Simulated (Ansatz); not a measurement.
Z-matrix (Å, degrees):
```
C
N 1 1.469
C 1 1.516 2 112.3
H 1 1.092 2 108.0 3 121.7
H 1 1.095 2 109.2 3 -122.7
B 2 1.400 1 121.2 3 -91.6
Si 2 1.734 1 117.6 3 89.6
H 3 1.092 1 111.3 2 -59.5
H 3 1.092 1 110.5 2 -179.6
H 3 1.092 1 110.4 2 60.6
H 6 1.197 2 119.3 1 179.6
H 6 1.199 2 119.2 1 -0.5
Cl 7 2.059 2 110.1 1 69.1
H 7 1.481 2 110.2 1 -46.9
H 7 1.474 2 109.5 1 -171.4
```

Total charge 0; spin multiplicity 1.

List the ωB97M-V/def2-TZVPP orbital energies in eV (the Gaussian-basis code of Ansatz). (An estimate is asked.)

The calculation gave: Occupied: -2771.86, -1808.22, -394.95, -282.64, -281.45, -262.27, -199.73, -199.62, -199.61, -187.65, -149.18, -103.33, -103.28, -103.26, -28.08, -25.79, -23.74, -20.37, -18.54, -16.90, -15.72, -14.95, -14.44, -13.68, -13.32, -13.22, -12.95, -12.17, -11.73, -11.41, -11.05, -10.63. Lowest empty: 1.41, 2.22, 2.37, 2.74, 3.27, 3.49, 3.64, 3.84.
